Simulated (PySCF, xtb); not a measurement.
C4H9FSi, SMILES CC[SiH2]/C=C\F.

GFN2-xTB run with xtb 6.7.1 at its own geometry gives an orbital gap of 4.14 eV and a dipole moment of 2.00 D.

The structure is a stationary point at PBE0-D3(BJ)/def2-SVP. The structure was generated by enumeration; whether it is a known compound was not checked. One conformer was computed; it need not be the lowest.

Q: What does PySCF with CAM-B3LYP/def2-TZVP give? (An estimate is asked for; the answer gives what the named calculation found.)

A: gap 9.75 eV (levels -8.96 and 0.79 eV), dipole 1.93 D.
